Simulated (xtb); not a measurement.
Harmonic IR lines of one isomer of C$_{9}$H$_{6}$BNS, unscaled. Level of theory: GFN2-xTB in xtb 6.7.1.

wavenumber (cm⁻¹): 527 (vw), 640 (vw), 773 (w), 812 (s), 895 (vw), 1139 (w), 1203 (m), 1247 (w), 1325 (w), 1342 (w), 1399 (vw), 1471 (s), 1586 (vw), 2352 (vs), 2657 (s), 2697 (m), 3093 (w), 3103 (w), 3110 (w)

### Question
Identify which structure gives these lines.
(A) `Bc1c(C#N)sc2ccccc12`
(B) `Bc1c(C#N)ccc2sccc12`
(C) `Bc1cc2ccc(C#N)cc2s1`
(D) `Bc1cc(C#N)cc2sccc12`

### Answer
A, `Bc1c(C#N)sc2ccccc12`
